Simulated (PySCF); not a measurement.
**P⁺ (phosphorus, charge +1) across methods**

[Ne] 3s1 3p3, high-spin 5S determinant (an excited configuration). Computed with PySCF 2.14 in aug-cc-pCVTZ-DK with one added diffuse shell each of s, p, d, f type (9s8p6d4f, 91 functions), with the spin-free X2C one-electron Hamiltonian (Gaussian nucleus).

| method | E (hartree) | mean ε 2p β (eV) | mean ε 3s α (eV) | mean ε 3p α (eV) | Σ⟨r²⟩ (bohr²) | ⟨S²⟩ |
| --- | --- | --- | --- | --- | --- | --- |
| TPSS | -341.5182 | -135.82 | -25.650 | -16.134 | 21.03 | 6.000 |
| PBE0 | -341.3737 | -141.18 | -27.775 | -17.484 | 21.05 | 6.000 |
| LDA | -340.2087 | -135.30 | -25.266 | -16.020 | 21.20 | 6.000 |
| UHF | -341.02182 | -157.69 | -34.348 | -21.227 | 21.17 | 6.000 |
| M06-L | -341.4879 | -137.61 | -26.083 | -16.242 | 20.67 | 6.000 |
| r2SCAN | -341.4929 | -137.56 | -26.337 | -16.490 | 20.98 | 6.000 |
| LC-wPBE | -341.4008 | -141.16 | -31.295 | -20.410 | 20.97 | 6.000 |
| PW91 | -341.4837 | -135.46 | -25.430 | -16.107 | 21.09 | 6.000 |
| PBE | -341.3389 | -135.28 | -25.388 | -16.066 | 21.11 | 6.000 |
